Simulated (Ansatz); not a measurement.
System: CH$_{3}$O$_{2}$, charge 0, multiplicity 2. It need not be the lowest isomer of its formula. 
Coordinates optimised at B3LYP-D3(BJ)/def2-TZVP (Ansatz, a program for electronic structure):
```
C
O 1 1.3573
H 2 0.9666 1 108.35
O 1 1.3812 2 112.00 3 38.44
H 4 0.9637 1 108.81 2 -167.29
H 1 1.0900 2 111.75 3 172.03
```
Charge 0, spin multiplicity 2.

Basis-set convergence of Hartree-Fock and CCSD(T) correlation energies (hartree) with Ansatz. Valence correlation only, unless marked. Open shells are spin-unrestricted. Spin-orbit coupling is left out. No relativistic terms.

```csv
basis,functions,E(HF),"E(corr, CCSD(T))"
cc-pVDZ,-,-189.29735,-0.52489
cc-pVTZ,132,…,…
```

### Question
Some entries are withheld; supply them.

### Answer

- cc-pVTZ, E(HF): -189.36040
- cc-pVTZ, E(corr, CCSD(T)): -0.66410
